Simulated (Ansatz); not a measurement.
A run of Ansatz (development build ahead of 0.2.0) on doublet NiCl at this shape:

| atom | x (Å) | y (Å) | z (Å) |
| --- | --- | --- | --- |
| Ni | 0.0000 | 0.0000 | 0.0000 |
| Cl | 0.0000 | 0.0000 | 4.9901 |

Its results:

* Converged: yes
* Total energy: -1968.06353 hartree
* Spin squared of the determinant: 1.421
* Stability test: minimum

Problem. Which input gives this output? Name the method, the orbitals and the basis set, and write the input.

Solution. PBE (unrestricted) in pcseg-2.

```yaml
crystal:
  periodic: [false, false, false]
  atoms:
    - { symbol: Ni, position_ang: [0.0, 0.0, 0.0] }
    - { symbol: Cl, position_ang: [0.0, 0.0, 4.9901] }
basis:
  gaussian: { orbitals: pcseg-2 }
magnetization:
  spin_polarized: true
  initial_magnetization: 1
hamiltonian:
  xc: pbe
```

Caution: charge can spread falsely over distant fragments; other spin multiplicities were not run; the unrestricted determinant is spin contaminated.
